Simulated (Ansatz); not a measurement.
The cluster Au2Br. Total charge 0; doublet. Geometry PBE-D4/def2-TZVP, basis def2-TZVP, Ansatz.

Cartesian coordinates in Å:
```
Au 1.703 0.365 1.480
Au -2.053 -0.107 -0.999
Br 0.350 -0.258 -0.480
```

```json
{"run": "A", "HOMO (eV)": "-5.34", "LUMO (eV)": "-4.90"}
{"run": "B", "HOMO (eV)": "-5.36", "LUMO (eV)": "-4.22"}
{"run": "C", "HOMO (eV)": "-5.45", "LUMO (eV)": "-4.64"}
{"run": "D", "HOMO (eV)": "-5.25", "LUMO (eV)": "-4.91"}
{"run": "E", "HOMO (eV)": "-5.67", "LUMO (eV)": "-3.84"}
```

In the def2 sets Au takes a core potential; there is no spin–orbit coupling. HSE06 is defined as in plane-wave codes, on full-range PBE exchange. No other spin state of charge 0 was run. Another isomer (doublet) lies 0.52 eV lower at PBE0-D4/def2-TZVP; other spin states weren't run for this one.

HOMO and LUMO are taken over both spins.

Question: The runs used BLYP, HSE06, PBE, PBE0, r2SCAN. Estimate which is which.

Answer: A PBE (0 % exact exchange); B HSE06 (range-separated); C r2SCAN (0 % exact exchange); D BLYP (0 % exact exchange); E PBE0 (25 % exact exchange). Exact exchange lowers occupied and raises empty levels; among semilocal functionals meta-GGAs tend to open the gap a little, and such runs are hard to tell apart. The gap grows from 0.34 eV (BLYP) to 1.83 eV (PBE0).
